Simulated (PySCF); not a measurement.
**Calculated NMR parameters of C/C=P/N([SiH3])[SiH3]**

```yaml
Formula: C2H10NPSi2
SMILES: C/C=P/N([SiH3])[SiH3]
InChI: InChI=1S/C2H10NPSi2/c1-2-4-3(5)6/h2H,1,5-6H3
Point_group_of_the_computed_structure: C1
Carbon_signals: 2
Proton_signals: 3
```

Molfile (atoms numbered from 1):
```
C2H10NPSi2
     RDKit          3D

 16 15  0  0  0  0  0  0  0  0999 V2000
    3.0669    0.2591    0.2391 C   0  0  0  0  0  0  0  0  0  0  0  0
    1.5769    0.2775    0.3394 C   0  0  0  0  0  0  0  0  0  0  0  0
    0.6133   -0.8626   -0.4191 P   0  0  0  0  0  0  0  0  0  0  0  0
   -0.9953   -0.3729   -0.0808 N   0  0  0  0  0  0  0  0  0  0  0  0
   -2.1383   -1.6585    0.2467 Si  0  0  0  0  0  4  0  0  0  0  0  0
   -1.4893    1.2943    0.0694 Si  0  0  0  0  0  4  0  0  0  0  0  0
    3.4055   -0.5818   -0.3612 H   0  0  0  0  0  0  0  0  0  0  0  0
    3.5171    0.1839    1.2305 H   0  0  0  0  0  0  0  0  0  0  0  0
    3.4347    1.1808   -0.2155 H   0  0  0  0  0  0  0  0  0  0  0  0
    1.1459    1.0823    0.9224 H   0  0  0  0  0  0  0  0  0  0  0  0
   -3.3496   -1.3817   -0.5221 H   0  0  0  0  0  0  0  0  0  0  0  0
   -2.4285   -1.6575    1.6828 H   0  0  0  0  0  0  0  0  0  0  0  0
   -1.4906   -2.8996   -0.1651 H   0  0  0  0  0  0  0  0  0  0  0  0
   -2.8694    1.3528   -0.4026 H   0  0  0  0  0  0  0  0  0  0  0  0
   -0.5931    2.0752   -0.7790 H   0  0  0  0  0  0  0  0  0  0  0  0
   -1.4140    1.7177    1.4713 H   0  0  0  0  0  0  0  0  0  0  0  0
  1  2  1  0
  2  3  2  0
  3  4  1  0
  4  5  1  0
  4  6  1  0
  1  7  1  0
  1  8  1  0
  1  9  1  0
  2 10  1  0
  5 11  1  0
  5 12  1  0
  5 13  1  0
  6 14  1  0
  6 15  1  0
  6 16  1  0
M  END
```

Computed data (PySCF 2.14): geometry: GFN2-xTB, NMR shieldings at PBE0/pcSseg-1/GIAO. Fast rotation and ring inversion assumed for equivalent nuclei, no relativistic terms, no solvent model, a single conformation.

Referencing at the same level of theory: ¹H, ¹³C, ²⁹Si against TMS; ³¹P against H3PO4; NH3 for ¹⁵N.

| carbon | δC, type | δH (multiplicity) | HMBC from (2–3 bonds) | span of the C tensor (ppm) |
| --- | --- | --- | --- | --- |
| C1 | 18.7, CH3 | 2.23 (m) | H10 | 33 |
| C2 | 182.5, CH | 8.22 (m) | H7/H8/H9 | 343 |

Other nuclei:
| atoms | nucleus | environment | δ (ppm) | σ (ppm) |
| --- | --- | --- | --- | --- |
| H11/H12/H13/H14/H15/H16 | ¹H | hydrogen on a silicon bonded to N | 4.87 | 26.84 |
| P3 | ³¹P | phosphorus bonded to C, N | 317.5 | 0.9 |
| Si5/Si6 | ²⁹Si | silicon bonded to N, 3 H | -48.0 | 397.1 |
| N4 | ¹⁵N | nitrogen bonded to P, 2 Si | 49.3 | 218.4 |

1. δC 182.5: carbon double-bonded to a heavier main-group atom.
2. δC 18.7: methyl carbon; saturated and bonded to C and H only.
3. δH 8.22: hydrogen on a carbon double-bonded to a heavier main-group atom.
4. δH 4.87: hydrogen on a silicon bonded to N.
5. δH 2.23: hydrogen on a methyl carbon.

Splittings by ³¹P in the carbon and heteronuclear signals aren't shown, as no couplings were computed. Shifts are as computed. Against solution values, carbons near 30 ppm lie about +3 ppm off and those near 130 ppm about +5 ppm. Of 1211 compounds with measured shifts, 218 miss one by over three times the rms of a fit or turn the order of signals round; such compounds aren't used in these exercises. Experimental scales use liquid or dissolved standards, which lie at an offset from isolated NH3 (liquid NH3: subtract about 20 ppm) and H3PO4. No couplings were computed; multiplicities are counted from neighbouring protons, with m where these are inequivalent, close in shift, in a saturated or five-membered ring or joined by F or P, and br s for small geminal =CH2 splittings.
